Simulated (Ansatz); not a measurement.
Several settings on one geometry of SeO₂F₂ (that of the charge 0 singlet, r2SCAN-D4/def2-SVP). Ansatz on 4 threads of AMD EPYC 7B13 on a shared host; times are rough.

Cartesian coordinates in Å:
```
Se 0.161 -0.001 0.112
O -0.080 -0.019 1.678
O 1.547 0.013 -0.655
F -0.819 1.260 -0.553
F -0.810 -1.253 -0.582
```

Totals from different functionals, basis sets or treatments of relativity can't be compared as stabilities.

DK, ANO-RCC and x2c sets are all-electron and run with scalar relativity unless a key says otherwise. HSE06 is defined as in plane-wave codes, on full-range PBE exchange.

The spins typed aren't always the lowest for that charge.

(1) Give the basis size and estimate the energy, ⟨S²⟩ and time of these runs.

```json
{"run": "1", "method": "UKS CAM-B3LYP-D3(BJ)-ATM/ANO-RCC-VTZP", "charge": "0", "state": "triplet", "further keys": "pseudopotentials: {relativity: scalar}; scf: {omitted_lower_state_checks: [starts]}"}
{"run": "2", "method": "RKS HSE06/def2-mTZVPP", "charge": "0", "state": "singlet", "further keys": "forces asked"}
{"run": "3", "method": "RKS rPW86-PBE/ANO-RCC-VTZP", "charge": "0", "state": "singlet", "further keys": "scf: {lower_state_search: light}"}
```

Results:

(1) 
| run | functions | energy (Eh) | ⟨S²⟩ | wall time |
| --- | --- | --- | --- | --- |
| 1 | 163 | -2780.2630 | 2.03 | 13 s |
| 2 | 132 | -2751.0746 | – | 1.6 s |
| 3 | 163 | -2781.9205 | – | 2.7 s |
